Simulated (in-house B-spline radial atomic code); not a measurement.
Ionising neutral gadolinium with different functionals

Computed with a radial B-spline atomic code at the basis-set limit: scalar-relativistic (spin-free X2C) Hamiltonian, Fermi nucleus of rms radius 5.1569 fm, spin-polarised at highest spin, spherical fractional occupations for the functionals, and exact exchange of hybrids averaged over the configuration. The ionisation energy is the difference of two self-consistent energies, [Xe] 4f7 5d1 6s2 → [Xe] 4f7 5d1 6s1, without Breit or QED terms; ε is the level of the shell that loses the electron (its least bound occupied spin orbital). There is no spin-orbit coupling in this Hamiltonian.

```
   method                    rung  ΔSCF (eV)  -ε(6s) (eV)
     PBE0           global hybrid       5.87         4.27
    B3LYP           global hybrid          ?            ?
    TPSSh           global hybrid       5.81         3.91
BHandHLYP           global hybrid       5.89         4.70
  r2SCAN0           global hybrid          ?            ?
    B97-1           global hybrid       6.26         4.18
    HSE06  range-separated hybrid       5.88         3.95
    wB97X  range-separated hybrid       6.37         6.01
CAM-B3LYP  range-separated hybrid       6.04         5.14
  LC-wPBE  range-separated hybrid       5.64         5.83
```

Question: What does B3LYP give?

Answer: ΔSCF 6.13 eV, and -ε(6s) = 4.23 eV.

Question: What does r2SCAN0 give?

Answer: ΔSCF 5.65 eV, and -ε(6s) = 4.25 eV.

Question: Among the functionals, which spreads more, the ΔSCF values or the orbital energies?

Answer: The orbital energies: ΔSCF values span about 0.73 eV and the orbital energies 2.10 eV.

Question: How do they compare with the NIST value?

Answer: NIST lists 6.150 eV (measured, ground level to ground level). Errors run from -0.51 to +0.22 eV; B3LYP is closest (-0.02 eV), but part of that can be cancellation, since the calculations leave out spin-orbit coupling, Breit-QED terms, multiplet and fine-structure energies.
